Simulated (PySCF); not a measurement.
Ligand exchange on a metal centre used in film growth or etching (Cd Cl-OH). All species are isolated molecules in the gas phase. One relaxed conformer stands for each flexible species; it need not be the lowest.

Computed with TPSSh-D3(BJ)/def2-TZVP // TPSS-D3(BJ)/def2-SVP in PySCF. 

```
species                                  HOMO (eV)  LUMO (eV)  mean distance from the central atom to its bonded neighbours (Å)
---------------------------------------  ---------  ---------  ----------------------------------------------------------------
0 of 2 Cl replaced by OH ([Cd(Cl)2])         -8.15      -2.72                                                               ___
1 of 2 Cl replaced by OH ([Cd(Cl)(OH)])      -7.47      -2.33                                                             2.135
2 of 2 Cl replaced by OH ([Cd(OH)2])         -6.94      -1.94                                                               ___
```

### Question
Fill in the missing entries.

### Answer

- 0 of 2 Cl replaced by OH ([Cd(Cl)2]), mean distance from the central atom to its bonded neighbours (Å): 2.289
- 2 of 2 Cl replaced by OH ([Cd(OH)2]), mean distance from the central atom to its bonded neighbours (Å): 1.976
